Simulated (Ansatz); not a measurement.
Reactions of CH$_{5}$ClGeSe (`Cl[CH2][GeH2][SeH]`).

Program: Ansatz. Geometries: PBE0-D4/def2-TZVP. ΔE: electronic, gas phase. CCSD(T)/CBS adds triple-zeta CCSD(T) − MP2 to the extrapolated MP2 energy (def2 sets, frozen cores). This one scheme is used for every species. DFT in def2-TZVPP. For Ge, Se outer-core shells are correlated without core-valence functions, which leaves a few kJ/mol of doubt a bond. Scalar relativity is left out up to krypton. Each species was taken in one conformer, which may not be the lowest.

```tsv
reaction	ωB97X-V (kJ/mol)	CCSD(T)/CBS(def2) (kJ/mol)
`Cl[CH2][GeH2][SeH]` + `CO[SiH](N)Cl` → `C[O][GeH2][SeH]` + `N[SiH](Cl)CCl`	55	60
`Cl[CH2][GeH2][SeH]` + `COC(O)C=N` → `COC(O)[SeH]` + `N=[CH][GeH2][CH2]Cl`	133	130
`Cl[CH2][GeH2][SeH]` + `NP(O)O` → `OP(O)[SeH]` + `[NH2][GeH2][CH2]Cl`	63	60
`Cl[CH2][GeH2][SeH]` + `ClCCl` → `ClCC(Cl)Cl` + `[GeH3][SeH]`	9	12
`Cl[CH2][GeH2][SeH]` + `C#C[SiH2]F` → `C#[C][GeH2][CH2]Cl` + `F[SiH2][SeH]`	13	14
`Cl[CH2][GeH2][SeH]` + `[SiH3][SiH3]` → `[SiH3][SiH2][SeH]` + `Cl[CH2][GeH3]`	-1	-3
`Cl[CH2][GeH2][SeH]` + H₂Se → `Cl[CH2][GeH3]` + `[SeH][SeH]`	58	61
`Cl[CH2][GeH2][SeH]` + `N=C[SiH2][SiH2]N` → `N=[CH][GeH2][CH2]Cl` + `N[SiH2][SiH2][SeH]`	12	9
`Cl[CH2][GeH2][SeH]` + `F[SiH](F)[SeH]` → `F[Si](F)([SeH])[SeH]` + `Cl[CH2][GeH3]`	-5	-5
`Cl[CH2][GeH2][SeH]` + `BCC#C` → `B[CH2][GeH2][SeH]` + `C#CCCl`	-16	-20
```

Largest T1 diagnostic: 0.013, for `NP(O)O`.
